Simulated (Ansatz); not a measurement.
Gas-phase electronic energies from Ansatz, PBE0-D4/def2-TZVP geometries. CCSD(T)/CBS is the MP2 limit (def2-TZVPP, def2-QZVPP) plus CCSD(T) − MP2 in def2-TZVPP, frozen cores. This one scheme is used for every species. Functionals use def2-TZVPP. B3LYP here is the variant with VWN-RPA as its local correlation; programs differ in this. Elements past krypton have def2 core potentials. For I outer-core shells are correlated without core-valence functions, which leaves a few kJ/mol of doubt a bond. Each species was taken in one conformer, which may not be the lowest.

Consider the substitution at a C–C bond: `CCCI` + `OB(Cl)Cl` → `CCOB(Cl)Cl` + `CI`.

```json
{"species": "`CCCI`", "B3LYP-D4 energy (Eh)": "-416.40708"}
{"species": "`OB(Cl)Cl`", "B3LYP-D4 energy (Eh)": "-1021.32682"}
{"species": "`CCOB(Cl)Cl`", "B3LYP-D4 energy (Eh)": "-1099.98240"}
{"species": "`CI`", "B3LYP-D4 energy (Eh)": "-337.73865"}
```

(1) Work out ΔE.

Largest T1 diagnostic among the species: 0.011.

Answers

(1) ΔE = (-1099.98240) + (-337.73865) − (-416.40708) − (-1021.32682) = 0.01285 Eh = +0.35 eV. CCSD(T)/CBS gives +0.45 eV.

In def2-TZVPP, CCSD(T) changes the Hartree–Fock value by +0.12 eV (the triples alone add +0.01 eV) and MP2 by +0.20 eV.
